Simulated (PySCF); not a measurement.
NbOCl, SMILES [Nb]([Cl])=[O] (connectivity only; charge and spin as stated), neutral, multiplicity 3.

Geometry: r2SCAN-D4/def2-TZVP. The multiplicity is an assumed one; other spin states were not compared. The def2 effective core potentials stand for the cores of Nb; spin–orbit coupling is left out.

Method: PySCF with PBE/def2-TZVPD.

The molecule is in vacuum.

| Property | Value |
|---|---|
| total energy | -592.28138 hartree |
| point group | Cs |
| α spin, highest occupied and lowest empty level | -4.80 and -4.01 eV |
| β spin, highest occupied and lowest empty level | -7.74 and -3.28 eV |
| dipole moment | 3.70 D |
| quadrupole, principal values (traceless, Buckingham form, about the centre of nuclear charge) | -7.61, 0.71, 6.89 D·Å |
| mean static polarisability | 76.5 bohr³ (11.34 Å³) |
| polarisability, principal values | 67.3, 77.5, 84.9 bohr³ |
| ⟨S²⟩ | 2.012 (pure state 2.00) |
